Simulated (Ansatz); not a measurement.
Mulliken charges of F2HNbO2 (`[O]=[Nb]([OH])([F])[F]`) from r2SCAN/def2-TZVPP in Ansatz (PBE0-D4/def2-TZVP geometry).

```json
{"atom": "O1", "x (Å)": "-1.552", "y (Å)": "-0.060", "z (Å)": "0.829", "charge (e)": "-0.514"}
{"atom": "Nb2", "x (Å)": "-0.299", "y (Å)": "0.160", "z (Å)": "-0.279", "charge (e)": "1.587"}
{"atom": "O3", "x (Å)": "1.288", "y (Å)": "-0.466", "z (Å)": "0.506", "charge (e)": "-0.527"}
{"atom": "F4", "x (Å)": "-0.690", "y (Å)": "-0.826", "z (Å)": "-1.816", "charge (e)": "-0.391"}
{"atom": "F5", "x (Å)": "-0.156", "y (Å)": "1.983", "z (Å)": "-0.654", "charge (e)": "-0.391"}
{"atom": "H6", "x (Å)": "1.452", "y (Å)": "-0.854", "z (Å)": "1.368", "charge (e)": "0.237"}
```

By hand: the dipole of these point charges (1 e Å = 4.8032 D).

Σ q r = (0.319, -0.124, 0.154) e Å, of length 0.375 e Å = 1.80 D.

How does the dipole of the full density compare? (Best estimate.)

Ansatz gave: (0.418, -0.167, 0.213) e Å, 2.39 D; the point charges give 0.75 times that, at 1° from its direction.

Point charges leave out the atoms' own dipoles, such as those of lone pairs, and Mulliken's split depends on the basis, so the two needn't agree.
